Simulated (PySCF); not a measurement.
# Ions at one geometry of [CeOCl]+

PySCF 2.14.0, RKS PBE0, Ce def2-SVP with ECP28, O def2-SVP, Cl def2-SVP; non-relativistic Hamiltonian with scalar-relativistic core potentials where named; density fitting; no spin-orbit coupling; singlets restricted, open shells unrestricted. The geometry is relaxed for charge +1, singlet, vacuum:

```xyz
3

Ce    0.2765    0.0000   -0.0154
O     1.9487    0.0000    0.3365
Cl   -2.0659    0.0000    0.6972
```

Energies count from the relaxed state; an electron taken off or put on is at rest in vacuum. Charges and spins are Mulliken's.

| state | energy (eV) | spin squared | charge on Ce1 (e) | spin on Ce1 (e) | dipole about the centre of mass (D) |
| --- | --- | --- | --- | --- | --- |
| charge +1, singlet, vacuum | 0.00 | 0.00 | 1.25 | 0.00 | 2.52 |
| charge 0, doublet, vacuum | -6.58 | 0.75 | 0.72 | 1.03 | 2.95 |

Task: What does the state charge +2, doublet, vacuum give?

Result: energy (eV) 16.52, spin squared 0.77, charge on Ce1 (e) 1.59, spin on Ce1 (e) 0.34, dipole about the centre of mass (D) 2.01.

With an electron taken off (doublet) the charges change, summed by element, by Ce +0.35 e, O +0.20 e, Cl +0.45 e. The vertical ionisation energy is 16.52 eV, against −ε(HOMO) = 14.02 eV of the relaxed state. The level lies 2.5 eV too high, as is usual for semilocal functionals and global hybrids, which keep a self-interaction error.

With an electron put on (doublet) the charges change, summed by element, by Ce -0.52 e, O -0.19 e, Cl -0.29 e. The vertical electron affinity is 6.58 eV, against −ε(LUMO) = 8.86 eV of the relaxed state.

Open shells may have lower solutions than those found.

No other spin state of this charge was computed.
